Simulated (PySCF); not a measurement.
sulfolane (C₄H₈O₂S), singlet, at a GFN2-xTB geometry; CCSD(T)/STO-3G run with PySCF.

Input for PySCF:
```python
from pyscf import gto, scf, cc

mol = gto.M(
    atom='''
O     1.59952733    0.87545052   -0.67687010
S     0.60214094    0.39875339    0.24138734
O     0.78650253    0.70464053    1.63338603
C    -1.06639478    0.92788654   -0.29957718
C    -1.60702172   -0.31440064   -0.97277248
C    -1.15076282   -1.51187602   -0.13277313
C     0.35103521   -1.40161625    0.01280255
H    -1.61765612    1.19700565    0.59605374
H    -0.96068093    1.78115244   -0.95933744
H    -2.69436558   -0.28881279   -1.05393113
H    -1.18825946   -0.39722459   -1.97751409
H    -1.44273338   -2.45088175   -0.60455652
H    -1.61813355   -1.46124186    0.85248222
H     0.75341325   -1.91841049    0.87624760
H     0.88478642   -1.68233103   -0.88984786
''',
    basis='sto-3g',
    verbose=4,
)

mf = scf.RHF(mol)
mf.kernel()

mycc = cc.CCSD(mf, frozen=11)
mycc.kernel()
et = mycc.ccsd_t()
print('E(CCSD(T)) = %.10f' % (mycc.e_tot + et))
```

Question: Predict the main parts of the log of this PySCF run.

Answer: 
```
PySCF version 2.14.0

[INPUT] verbose = 4
[INPUT] num. atoms = 15
[INPUT] num. electrons = 64
[INPUT] charge = 0
[INPUT] spin (= nelec alpha-beta = 2S) = 0
[INPUT] symmetry False subgroup None
[INPUT] Mole.unit = angstrom
[INPUT] Symbol           X                Y                Z      unit          X                Y                Z       unit  Magmom
[...]
nuclear repulsion = 431.159843409758
number of shells = 31
number of NR pGTOs = 141
number of NR cGTOs = 47
basis = sto-3g
ecp = {}

******** <class 'pyscf.scf.hf.RHF'> ********
method = RHF
initial guess = minao
damping factor = 0
level_shift factor = 0
DIIS = <class 'pyscf.scf.diis.CDIIS'>
diis_start_cycle = 1
diis_space = 8
diis_damp = 0
SCF conv_tol = 1e-09
SCF conv_tol_grad = None
SCF max_cycles = 50
direct_scf = True
direct_scf_tol = 1e-13
Set gradient conv threshold to 3.16228e-05
Initial guess from minao.
init E= -697.195841688186
[...]
cycle= 1 E= -694.500688436596  delta_E=  2.7  |g|= 0.817  |ddm|= 5.03
[...]
cycle= 2 E= -694.716459762476  delta_E= -0.216  |g|= 0.44  |ddm|=  2.2
[...]
cycle= 3 E= -694.780777816784  delta_E= -0.0643  |g|= 0.0753  |ddm|= 0.781
[...]
cycle= 4 E= -694.784275150067  delta_E= -0.0035  |g|= 0.0242  |ddm|= 0.189
[...]
cycle= 5 E= -694.784800868763  delta_E= -0.000526  |g|= 0.00637  |ddm|= 0.0924
[...]
cycle= 6 E= -694.784836920698  delta_E= -3.61e-05  |g|= 0.000688  |ddm|= 0.0286
[...]
cycle= 7 E= -694.78483722355  delta_E= -3.03e-07  |g|= 0.000176  |ddm|= 0.00194
[...]
cycle= 8 E= -694.784837255402  delta_E= -3.19e-08  |g|= 6.97e-05  |ddm|= 0.00064
[...]
cycle= 9 E= -694.784837261551  delta_E= -6.15e-09  |g|= 1.68e-05  |ddm|= 0.000367
[...]
cycle= 10 E= -694.784837261866  delta_E= -3.15e-10  |g|= 4.61e-06  |ddm|= 8.12e-05
[...]
Extra cycle  E= -694.784837261881  delta_E= -1.55e-11  |g|= 2.34e-06  |ddm|= 1.14e-05
converged SCF energy = -694.784837261881

******** <class 'pyscf.cc.ccsd.CCSD'> ********
CC2 = 0
CCSD nocc = 21, nmo = 36
frozen orbitals 11
max_cycle = 50
direct = 0
conv_tol = 1e-07
conv_tol_normt = 1e-05
diis_space = 6
diis_start_cycle = 0
diis_start_energy_diff = 1e+09
Init t2, MP2 energy = -695.108094029931  E_corr(MP2) -0.323256768049863
Init E_corr(CCSD) = -0.323256768052668
cycle = 1  E_corr(CCSD) = -0.366493764527666  dE = -0.0432369965  norm(t1,t2) = 0.109035
cycle = 2  E_corr(CCSD) = -0.393178708039486  dE = -0.0266849435  norm(t1,t2) = 0.0396328
cycle = 3  E_corr(CCSD) = -0.395351842370273  dE = -0.00217313433  norm(t1,t2) = 0.0259166
cycle = 4  E_corr(CCSD) = -0.404026086497966  dE = -0.00867424413  norm(t1,t2) = 0.0116082
cycle = 5  E_corr(CCSD) = -0.40366849432573  dE = 0.000357592172  norm(t1,t2) = 0.00217219
cycle = 6  E_corr(CCSD) = -0.403467777554392  dE = 0.000200716771  norm(t1,t2) = 0.000981958
cycle = 7  E_corr(CCSD) = -0.403470614029985  dE = -2.83647559e-06  norm(t1,t2) = 0.00021543
cycle = 8  E_corr(CCSD) = -0.403464941647357  dE = 5.67238263e-06  norm(t1,t2) = 8.5199e-05
cycle = 9  E_corr(CCSD) = -0.403467226706595  dE = -2.28505924e-06  norm(t1,t2) = 4.30906e-05
cycle = 10  E_corr(CCSD) = -0.403466255842614  dE = 9.70863981e-07  norm(t1,t2) = 1.53452e-05
cycle = 11  E_corr(CCSD) = -0.403467452564075  dE = -1.19672146e-06  norm(t1,t2) = 7.28485e-06
cycle = 12  E_corr(CCSD) = -0.403467352628583  dE = 9.99354919e-08  norm(t1,t2) = 2.67077e-06
CCSD converged
E(CCSD) = -695.1883046145098  E_corr = -0.4034673526285827
CCSD(T) correction = -0.0145428967662528
E(CCSD(T)) = -695.2028475113
```
